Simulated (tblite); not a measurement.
Compound: C2H10BClGe2.
Structure used (GFN2-xTB), in Å, numbered top down from 1:
```
atom  x, y, z in Å
C1    -1.8060   -1.0319   -0.7530
B2    -1.0281    0.0871    0.0145
C3    -1.4745    1.5831    0.0124
Ge4    0.6870   -0.4182    1.0102
Cl5    0.9482    0.7810    2.7623
Ge6    2.7695   -0.2937   -0.2256
H7    -2.3519   -1.6317   -0.0209
H8    -1.1420   -1.7313   -1.2620
H9    -2.5366   -0.6676   -1.4727
H10   -1.4449    2.0105    1.0158
H11   -0.7502    2.1639   -0.5649
H12   -2.4566    1.7751   -0.4146
H13    0.6926   -1.8436    1.5968
H14    3.5769    0.9514    0.0066
H15    2.5651   -0.3097   -1.7194
H16    3.7439   -1.4154    0.0030
```

Method: GFN2-xTB as coded in tblite; computed harmonic values from a numerical Hessian at the method's own geometry, unscaled. This tight-binding method is rough: wavenumbers can miss measured ones by several per cent, in bad cases by 10 to 20. Modes of hydrogen on germanium can be 10 to 20 % off. One conformer, not necessarily the lowest. The optimisation stopped once no atom felt more than 0.01 eV/Å.

Lowest wavenumbers of the output (negative numbers stand for imaginary wavenumbers):
```
mode    cm-1
  1     -36.1
  2      16.5
  3      45.5
  4      49.8
  5      70.8
  6      82.8
  7      96.0
  8     210.5
  9     225.4
 10     251.2
 11     306.3
 12     354.4
 13     357.6
 14     372.1
 15     436.9
```

**Question.** Is this structure a minimum?

**Answer.** Not by this Hessian. 1 mode is imaginary beyond 20i (36i cm⁻¹), so at this level the point lies at or near a first-order saddle. The curvature is small, so loose convergence or finite differences may be the whole cause.

**Question.** Which atoms move in the imaginary mode?

**Answer.** 36i: H16 (Ge–H hydrogen) 34 %, H14 (Ge–H hydrogen) 32 %, H15 (Ge–H hydrogen) 32 %. These are shares of the mass-weighted motion.

**Question.** What is the remedy?

**Answer.** Step along that mode in both directions, optimise again with tighter thresholds and repeat the frequencies. The zero-point energy of this point (66.2 kcal/mol) counts the 41 real modes alone, and thermal corrections from it aren't those of a minimum.
